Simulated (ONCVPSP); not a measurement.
Configuration tests for tin (Sn) (ONCV)

| Item | Value |
| --- | --- |
| Element | Sn |
| Generator | ONCVPSP 4.0.1 |
| Type | optimised norm-conserving Vanderbilt (ONCV) |
| Functional | PBEsol |
| Relativity | fully relativistic |
| Frozen core | [Kr] |
| Valence charge | 14 |
| Reference configuration | 4d10 5s2 5p1.5 (charge +0.5) |
| Partial waves | 5s: rc 2.15 bohr, ncon 5, nbas 8, qcut 2.7 1/bohr, 2 projectors, debl 1.4 Ha; 5p: rc 2.70 bohr, ncon 4, nbas 8, qcut 2.7 1/bohr, 2 projectors, debl 0.7 Ha; 4d: rc 1.82 bohr, ncon 3, nbas 7, qcut 9.3 1/bohr, 2 projectors, debl 0.8 Ha |
| Local potential | polynomial inside 1.10 bohr (lpopt 3, dvloc0 0 Ha) |
| Core correction | Teter function, fcfact 5.25, rcfact 1.8 |

Open shells are filled in proportion to 2j + 1.

In the d channel the program set the typed energies aside and used -1.071, 0.250 Ha (j = l + 1/2; the other j can differ).

Energies are relative to the spin-unpolarised reference configuration 4d10 5s2 5p1.5; without spin polarisation the order of configurations can differ from experiment.

Q: Give the all-electron excitation energy and the error of the potential for: 4d10 5s2 5p2; 4d10 5s2 5p1; 4d10 5s2 5p0; 4d10 5s0 5p0.

A:

```
valence configuration  charge  ΔE all-electron (eV)  error AE − PS (meV)
         4d10 5s2 5p2       0                -2.632                 -0.3
         4d10 5s2 5p1      +1                 4.280                 -0.8
         4d10 5s2 5p0      +2                18.270                  -18
         4d10 5s0 5p0      +4                90.328                 -487
```

Levels in the configuration 4d10 5s2 5p0:

| level | all-electron (eV) | pseudo (eV) |
| --- | --- | --- |
| 4d j=5/2 | -42.771 | -42.769 |
| 4d j=3/2 | -43.822 | -43.819 |
| 5s j=1/2 | -26.155 | -26.203 |

Note: ghosts flagged at negative energy: s at -72.8 eV; GHOST(+) flagged for p3/2 at 4.6 eV, p1/2 at 11.3 eV. A true bound ghost makes a file unfit for plane-wave use.
